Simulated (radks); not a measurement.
All-electron atom: Hg4+ in [Kr] 4d10 4f14 5s1 5p6 5d8 6s1 (not the ground configuration). Calculated with a radial shooting solver on a logarithmic mesh with Libxc functionals: scalar-relativistic Kohn-Sham, RPBE, spin-polarised, spherical densities, point nucleus; open shells are filled with parallel spins first (spin-orbit coupling, left out, can overturn this in heavy ions). Some entries of the table are withheld. Estimate them.

| orbital | occ. | eigenvalue (hartree) | r(max) (bohr) | <r> (bohr) |
|---|---|---|---|---|
| 1s up | 1 | -3059.485 | 0.01022 | 0.01658 |
| 1s down | 1 | -3059.476 | 0.01022 | 0.01658 |
| 2s up | 1 | -544.0812 | 0.05912 | 0.06990 |
| 2s down | 1 | -544.0681 | 0.05912 | 0.06990 |
| 2p up | 3 | -469.3579 | 0.04906 | 0.06328 |
| 2p down | 3 | -469.3462 | 0.04906 | 0.06328 |
| 3s up | 1 | -130.8123 | 0.1667 | 0.1806 |
| 3s down | 1 | -130.8038 | 0.1667 | 0.1806 |
| 3p up | 3 | -109.2290 | 0.1663 | 0.1821 |
| 3p down | 3 | -109.2201 | 0.1664 | 0.1821 |
| 3d up | 5 | -86.56199 | 0.1355 | 0.1650 |
| 3d down | 5 | -86.55081 | 0.1355 | 0.1650 |
| 4s up | 1 | -30.50241 | 0.3756 | 0.3991 |
| 4s down | 1 | -30.48574 | 0.3756 | 0.3991 |
| 4p up | 3 | -23.42724 | 0.3957 | 0.4253 |
| 4p down | 3 | -23.41005 | 0.3958 | 0.4252 |
| 4d up | 5 | -15.04259 | 0.4027 | 0.4487 |
| 4d down | 5 | -15.02146 | 0.4027 | 0.4483 |
| 5s up | 1 | -6.50368 | 0.8244 | 0.8917 |
| 5s down | 0 | -6.40811 | 0.8232 | 0.8906 |
| 4f up | 7 | -5.74383 | 0.3664 | 0.4810 |
| 4f down | 7 | -5.71549 | 0.3663 | 0.4794 |
| 5p up | 3 | -4.55827 | 0.9201 | 1.014 |
| 5p down | 3 | -4.45809 | 0.9194 | 1.014 |
| 5d up | 5 | -2.32248 | (1) | 1.296 |
| 5d down | 3 | -2.22314 | (2) | 1.301 |
| 6s up | 1 | -1.78937 | 1.884 | 2.052 |
| 6s down | 0 | -1.71604 | 1.903 | 2.083 |
| 6p up | 0 | -1.33839 | 2.235 | 2.454 |
| 6p down | 0 | -1.28212 | 2.293 | 2.488 |
| 7s up | 0 | -0.81374 | 3.890 | 3.968 |

Answer. 
(1) 5d up r(max) (bohr): 1.111
(2) 5d down r(max) (bohr): 1.112
